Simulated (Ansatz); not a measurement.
Consider the cleavage of the Si–Al bond: `O[SiH2][AlH][SiH3]` + `OBF` → `FBO[SiH3]` + `O[SiH2][AlH2]`.

Program: Ansatz. Geometries: PBE0-D4/def2-TZVP. ΔE: electronic, gas phase. CCSD(T)/CBS is the MP2 limit (def2-TZVPP, def2-QZVPP) plus CCSD(T) − MP2 in def2-TZVPP, frozen cores. This one scheme is used for every species. DFT in def2-TZVPP. B3LYP here is the variant with VWN-RPA as its local correlation; programs differ in this. Each species was taken in one conformer, which may not be the lowest.

Question: Is it downhill or uphill in electronic energy at CCSD(T)/CBS, and by how much? (Estimate.)

Answer: The calculation gave: Downhill: ΔE = -76.8 kJ/mol.

Question: What do these levels give: PBE-D4, r2SCAN-D4, PBE0-D4, B3LYP-D4, ωB97M-V, B2PLYP, PBE, r2SCAN, B3LYP, HF/def2-QZVPP, SCS-MP2/def2-QZVPP, MP2/CBS(def2)? (Estimate.)

Answer: The calculation gave: PBE-D4 -47.4, r2SCAN-D4 -67.9, PBE0-D4 -56.6, B3LYP-D4 -76.7, ωB97M-V -80.8, B2PLYP -82.3, PBE -48.4, r2SCAN -68.4, B3LYP -78.2, HF/def2-QZVPP -109.1, SCS-MP2/def2-QZVPP -91.5, MP2/CBS(def2) -86.0 kJ/mol.

Largest T1 diagnostic among the species: 0.013.

From PBE to PBE0 (25 % exact exchange), in def2-TZVPP and without D4, ΔE moves by −9.4 kJ/mol. In def2-TZVPP, CCSD(T) changes the Hartree–Fock value by +31.0 kJ/mol (the triples alone add +4.3 kJ/mol) and MP2 by +21.8 kJ/mol.
